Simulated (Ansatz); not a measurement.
Calculated with Ansatz (gas phase, PBE0-D4/def2-TZVP geometries, no zero-point term in ΔE). CBS: MP2 limit from def2 TZ/QZ plus the TZ coupled-cluster correction, frozen cores. DFT in def2-TZVPP. B3LYP here is the variant with VWN-RPA as its local correlation; programs differ in this. Each species was taken in one conformer, which may not be the lowest.

Consider the isomerisation: `BOC(C)=O` → `BOC1CO1`.

`BOC(C)=O`:

Cartesian coordinates in Å:
```
B -1.815 0.422 -0.766
O -0.459 0.449 -0.621
C 0.164 0.091 0.554
C 1.546 -0.409 0.293
O -0.355 0.218 1.618
H -2.230 0.869 -1.792
H -2.504 -0.060 0.079
H 1.507 -1.271 -0.376
H 2.026 -0.677 1.230
H 2.120 0.367 -0.218
```

`BOC1CO1`:

```xyz
10

B    -1.397    0.992   -0.365
O    -0.855    0.415    0.725
C     0.451   -0.048    0.762
C     0.994   -0.910   -0.276
O     0.592   -1.405    1.006
H    -2.525    1.372   -0.261
H    -0.757    1.109   -1.374
H     1.086    0.605    1.355
H     2.062   -0.931   -0.472
H     0.349   -1.200   -1.100
```

Problem. Is it downhill or uphill in electronic energy at CCSD(T)/CBS, and by how much? (Estimate.)

Solution. The calculation gave: Uphill: ΔE = +164.9 kJ/mol.

Problem. What do these levels give: B3LYP-D4, ωB97M-V, PBE, PBE0, B3LYP, r2SCANh, BHLYP, MP2/def2-SVP, CCSD(T)/def2-SVP, MP2/def2-TZVPP, SCS-MP2/def2-QZVPP, CCSD/CBS(def2)? (Estimate.)

Solution. Ansatz gave: B3LYP-D4 172.7, ωB97M-V 164.4, PBE 157.8, PBE0 158.0, B3LYP 172.9, r2SCANh 165.0, BHLYP 175.1, MP2/def2-SVP 180.1, CCSD(T)/def2-SVP 178.5, MP2/def2-TZVPP 165.1, SCS-MP2/def2-QZVPP 166.2, CCSD/CBS(def2) 165.4 kJ/mol.

Problem. What do rigid-rotor, harmonic-oscillator terms from PBE0-D4/def2-TZVP frequencies (298.15 K, 1 bar) make of the CCSD(T)/CBS value? (An estimate is asked.)

Solution. Computed: ΔZPE = +3.8 kJ/mol, ΔH = +166.6 kJ/mol, ΔS = -16 J/(mol·K), ΔG = +171.3 kJ/mol.

Largest T1 diagnostic among the species: 0.015.

In def2-TZVPP, CCSD(T) changes the Hartree–Fock value by −23.7 kJ/mol (the triples alone add −0.5 kJ/mol) and MP2 by −24.4 kJ/mol. At CCSD(T), def2-SVP lies +13.6 kJ/mol from the extrapolated value and def2-TZVPP +0.9 kJ/mol. Leaving LDA and LC-ωPBE aside and taking each functional with its dispersion term where it has one, the values, not all of them listed here, spread over 17.3 kJ/mol, from PBE-D4 to BHLYP-D4. LDA lies −10.4 kJ/mol from PBE without D4.
